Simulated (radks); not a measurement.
The beryllium ion Be+, 3 electrons, occupied as 1s1.5 2s1 3s0.5 (fractional occupations, a model configuration).

Method: scalar-relativistic Kohn-Sham, PBE, spin-polarised, spherical densities, finite nucleus; open shells are filled with parallel spins first; Fermi nuclear charge, rms radius 2.519 fm; computed with a radial shooting solver on a logarithmic mesh with Libxc functionals.

Energy parts (Ry):
| part | energy |
|---|---|
| total | -24.15194 |
| kinetic | 24.08956 |
| electron-nucleus | -52.48903 |
| Hartree | 8.27671 |
| exchange-correlation | -4.02918 |

Orbitals (lengths in bohr, moments of r in powers of bohr; <r^-3> diverges for s and p1/2; r(max) is where P^2 peaks):
| orbital | occ. | eigenvalue (Ry) | <r^-3> | r(max) | <r^4> |
|---|---|---|---|---|---|
| 1s up | 1 | -10.42813 | - | 0.2574 | 0.1221 |
| 1s down | 0.5 | -9.87628 | - | 0.2609 | 0.1320 |
| 2s up | 1 | -1.41165 | - | 1.647 | 36.14 |
| 3s up | 0.5 | -0.41579 | - | 5.054 | 1645 |

The highest occupied level is 3s up at -5.657 eV. Summed over all electrons, <r^2> = 21.68 bohr^2, which gives a Langevin (diamagnetic) susceptibility term of -17.2 x 10^-6 cm^3/mol. Spin moment in Bohr magnetons: 2.

Empty levels of this run are not shown, since the potential may be unsettled where no density lies.
